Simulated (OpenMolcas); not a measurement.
Xe IV: effect of the basis set

| Property | Result |
| --- | --- |
| Program | OpenMolcas 26.06 |
| Method | MS-RASPT2, IPEA 0.25 Eh, imaginary shift 0.1 Eh (closed shells correlated: 4d) |
| Active space | 5 electrons in 9 orbitals (RAS2 5s 5p; RAS3 5d, at most 2 electrons) |
| State averaging | 2S+1 = 4 odd, 1 root; 2S+1 = 2 odd, 11 roots; 2S+1 = 4 even, 3 roots; 2S+1 = 2 even, 9 roots |
| Spin-orbit coupling | RASSI with atomic mean-field integrals over the reference wave functions, term energies averaged over their components |

A. ANO-RCC-VTZP [7s6p4d2f1g], DKH2, point nucleus; CASPT2 step roughly 20 core-seconds
B. ANO-R2 [7s6p4d2f1g], X2C, finite nucleus; CASPT2 step about 13 core-seconds
C. ANO-RCC-VQZP [8s7p5d3f2g], DKH2, point nucleus; CASPT2 step about 23 core-seconds
D. ANO-RCC [10s9p8d5f3g], DKH2, point nucleus; CASPT2 step about 50 core-seconds

Energies in cm-1 above 5s2 5p3 4S* 3/2, the measured ground level; measured values from Saloman, J. Phys. Chem. Ref. Data 33, 765 (2004).

| Level | A | B | C | D | Measured |
| --- | --- | --- | --- | --- | --- |
| 5s2 5p3 4S* 3/2 | 0.0 | 0.0 | 0.0 | 0.0 | 0.0 |
| 5s2 5p3 2D* 3/2 | 13740 | 13710 | 13340 | 13300 | 13267 |
| 5s2 5p3 2D* 5/2 | 17400 | 17380 | 17040 | 16990 | 17511 |
| 5s2 5p3 2P* 1/2 | 28500 | 28460 | 28020 | 27900 | 28036 |
| 5s2 5p3 2P* 3/2 | 34480 | 34470 | 34170 | 34060 | 35650 |
| 5s 5p4 4P 5/2 | 99780 | 99900 | 99810 | 99860 | 99664 |
| 5s 5p4 4P 3/2 | 106230 | 106370 | 106330 | 106370 | 106923 |
| 5s 5p4 4P 1/2 | 108460 | 108590 | 108550 | 108600 | 109254 |

Deviations, from unrounded energies. A percentage is the sum of absolute deviations over the sum of measured energies, with the sign that they share, or ± where signs differ.

```tsv
Against measurement	Levels	A	B	C	D
mean absolute deviation (cm-1)	7	540	520	500	530
other terms of the ground configuration (%)	4	±2.3	±2.3	±2.2	±2.4
other configurations (%)	3	±0.5	±0.5	±0.5	±0.4
```

B, C, D lie about equally close to measurement and A furthest from it. The largest miss of C in the table is 5s2 5p3 2P* 3/2, by -1500 cm-1. The ranking rests on the paired levels alone, and a cruder setting can come out closer through cancelling errors.

Among A to D the level of the table that moves most is 5s2 5p3 2P* 1/2, by 600 cm-1 (lowest in D, highest in A). Moves below CASPT2's spread within the term are not significant.

CASPT2 does not keep the components of a term degenerate, so their means are used; among the terms shown or strongly mixed into the levels shown the widest spread is 35 cm-1 (5s2 5p3 2D*, C). Some terms mix strongly with configurations of 5d, whose occupation reaches 0.28 (5s 5p4 4P, 5s 5p4 2D) (figures for A; the like holds for B, C, D). The run also gave levels led by 5s2 5p2 5d, which use shells meant for correlation; these and all levels above them are left out (holds for A; B). The run also gave levels led by 5s 5p3 5d, 5s2 5p2 5d, which use shells meant for correlation; these and all levels above them are left out (holds for C; D). Computed and measured levels are paired by configuration, term and J; levels that our copy of the source lacks, or whose pairing is in doubt (as where it misses far off the trend of its configuration), stay unpaired and out of the deviations. Only configurations of the active space appear. The table leaves out levels that lie high or whose names do not pair safely across all columns.

* marks odd parity.
